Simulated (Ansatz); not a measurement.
One change: `[NH2][Sn]([NH2])([NH2])[Cl]` becomes `[NH2][SnH]([NH2])[NH2]`.

Ansatz, PBE0-D4/def2-TZVP geometries, multiplicity 1. Each molecule was computed in one conformer, which needn't be the lowest.

Elements past krypton have def2 core potentials.

| property | `[NH2][Sn]([NH2])([NH2])[Cl]` |
| --- | --- |
| LUMO energy (B3LYP/def2-TZVPP) / eV | -1.21 |
| ideal-gas entropy at 298 K and 1 bar (rigid rotor, harmonic PBE0-D4/def2-TZVP) / J/(mol·K) | 393 |
| size of the dipole moment (PBE/def2-TZVPP) / D | 0.56 |
| LUMO energy (PBE/def2-TZVPP) / eV | -1.81 |
| HOMO–LUMO gap (B3LYP/def2-TZVPP) / eV | 6.26 |
| LUMO energy (PBE0/def2-TZVPP) / eV | -0.87 |

Task: What does the change do to each property? (Best estimate.)

Result: Ansatz gave: 
```tsv
property	`[NH2][SnH]([NH2])[NH2]`	shift
LUMO energy (B3LYP/def2-TZVPP) / eV	-0.28	0.93
ideal-gas entropy at 298 K and 1 bar (rigid rotor, harmonic PBE0-D4/def2-TZVP) / J/(mol·K)	367	-26
size of the dipole moment (PBE/def2-TZVPP) / D	1.20	0.64
LUMO energy (PBE/def2-TZVPP) / eV	-0.84	0.97
HOMO–LUMO gap (B3LYP/def2-TZVPP) / eV	6.59	0.33
LUMO energy (PBE0/def2-TZVPP) / eV	0.08	0.95
```

With PBE0 the HOMO rises by 0.62 eV and the LUMO rises by 0.95 eV, so the gap widens by about 0.33 eV. PBE moves the HOMO by 0.61 eV and ωB97M-V by 0.57 eV. Dipoles are sizes alone; their direction can turn.

B3LYP here is the variant with VWN-RPA as its local correlation; programs differ in this.
